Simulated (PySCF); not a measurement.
Compound: C2H9PSi.
SMILES with atom numbers: `[CH3:1][CH2:2][SiH2:3][PH2:4]` (hydrogens: H5, H6, H7 on C1; H8, H9 on C2; H10, H11 on Si3; H12, H13 on P4)

Geometry (GFN2-xTB, Å), atoms numbered from 1 in this order:
```
atom  x, y, z in Å
C1    -1.9807    0.2492   -0.4787
C2    -0.5428    0.7151   -0.2969
Si3    0.6513   -0.7150    0.0932
P4     2.7224    0.1473    0.0796
H5    -2.6370    1.0876   -0.7062
H6    -2.0481   -0.4672   -1.2936
H7    -2.3464   -0.2336    0.4242
H8    -0.5050    1.4595    0.5014
H9    -0.2121    1.2237   -1.2051
H10    0.2869   -1.3465    1.3715
H11    0.6043   -1.7446   -0.9526
H12    3.3367   -1.0188    0.4935
H13    2.6661    0.6437    1.3683
```

Computed, not measured: CAM-B3LYP/def2-SVPD in PySCF (dipole) on a GFN2-xTB geometry, gas phase.

Take the most abundant isotopes and a rigid rotor. The values belong to one conformer with, in the numbering `[CH3:1][CH2:2][SiH2:3][PH2:4]`, C1–C2–Si3–P4 173°, C2–Si3–P4–H 175° and 82°.

**Question.** What are A, B and C (MHz)?

**Answer.** Ia = 41.10, Ib = 285.55, Ic = 310.93 u·Å²; 505379 MHz·u·Å²/I gives A = 12297, B = 1770, C = 1625 MHz.

**Question.** What kind of rotor is it?

**Answer.** A near-prolate asymmetric top. Ray's parameter κ = (2B − A − C)/(A − C) = -0.973; −1 is the prolate and +1 the oblate limit.

**Question.** What does the inertial defect say?

**Answer.** Not planar: Δ = Ic − Ia − Ib = -15.72 u·Å². For a rigid frame Δ = −2 Σ m c², so Σ m c² = 7.86 u·Å² lies off the ab plane: 7.66 from hydrogen and 0.20 from heavier atoms. The atom farthest from that plane is 1.29 Å away.

**Question.** Where do the levels up to J = 2 lie, in MHz?

**Answer.** Above 0(0,0):
J = 1: 1(0,1) 3395, 1(1,1) 13922, 1(1,0) 14067
J = 2: 2(0,2) 10184, 2(1,2) 20569, 2(1,1) 21002, 2(2,1) 52584, 2(2,0) 52585

**Question.** Which lines would a microwave search look for?

**Answer.** The dipole components are |μa| = 0.79 D, |μb| = 0.07 D, |μc| = 0.50 D. The squared components, which scale the intensities, stand as 1.00 : 0.01 : 0.39 (a : b : c). Some lines, for components of 0.1 D or more:

| type | branch | J(Ka,Kc) | MHz | lower level (cm⁻¹) |
| --- | --- | --- | --- | --- |
| a | Q | 3(1,2) ← 3(1,3) | 867 | 1.019 |
| c | Q | 1(1,1) ← 1(0,1) | 10527 | 0.113 |
| a | R | 4(2,3) ← 3(2,2) | 13580 | 2.094 |
| a | R | 4(3,2) ← 3(3,1) | 13584 | 3.862 |
| a | R | 4(3,1) ← 3(3,0) | 13584 | 3.862 |
| a | R | 4(1,3) ← 3(1,2) | 13867 | 1.048 |
| a | R | 5(1,5) ← 4(1,4) | 16609 | 1.462 |
| a | R | 5(0,5) ← 4(0,4) | 16947 | 1.132 |
| a | R | 5(2,4) ← 4(2,3) | 16973 | 2.547 |
| a | R | 5(4,2) ← 4(4,1) | 16980 | 6.790 |
| c | Q | 4(2,3) ← 4(1,3) | 31079 | 1.510 |
| c | R | 2(2,0) ← 1(1,0) | 38518 | 0.469 |
| c | R | 3(2,2) ← 2(1,2) | 42201 | 0.686 |
| c | R | 4(2,3) ← 3(1,3) | 45813 | 1.019 |
| c | Q | 3(3,1) ← 3(2,1) | 52991 | 2.094 |
| c | R | 5(3,2) ← 4(2,2) | 69962 | 2.547 |
| c | Q | 4(4,1) ← 4(3,1) | 74193 | 4.315 |
| c | R | 5(4,2) ← 4(3,2) | 91173 | 4.315 |
| c | Q | 5(5,1) ← 5(4,1) | 95392 | 7.356 |
| c | R | 5(5,0) ← 4(4,0) | 112372 | 6.790 |

No GFN2-xTB frequencies stand behind this structure, so it isn't proved a minimum. Constants of a rigid frame at the computed geometry: no zero-point averaging, no centrifugal distortion. A rigid rotor knows nothing of internal rotation, which can split or shift real lines.
